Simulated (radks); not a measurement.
Task: The mean radii <r> (bohr) of the occupied orbitals of an atom or ion are listed with their occupations. All-electron calculation, scalar-relativistic Kohn-Sham, PBE, spin-polarised, spherical densities, finite nucleus; Fermi nuclear charge, rms radius of each element as measured or else 0.836 A^(1/3) + 0.57 fm. Program: a radial shooting solver on a logarithmic mesh with Libxc functionals.

orbital  occ.      <r>
1s up       1  0.02723
1s down     1  0.02723
2s up       1   0.1171
2s down     1   0.1171
2p up       3   0.1025
2p down     3   0.1024
3s up       1   0.3129
3s down     1   0.3128
3p up       3   0.3106
3p down     3   0.3105
3d up       5   0.2864
3d down     5   0.2863
4s up       1   0.7008
4s down     1   0.7006
4p up       3   0.7324
4p down     3   0.7328
4d up       3   0.7802

Name the element and its charge. Open shells, if any, are filled with parallel spins first.

Result: Z = 53, iodine, charge +14: I14+ in [Kr] 4d3. The 1s radius gives Z: for a bare nucleus <r> = (2 gamma + 1)/(2Z) with gamma = sqrt(1 - (Z/c)^2), 0.02683 bohr for Z = 53, and screening makes it slightly larger (0.02723 here). The occupations add up to 39, and the charge is Z minus that.
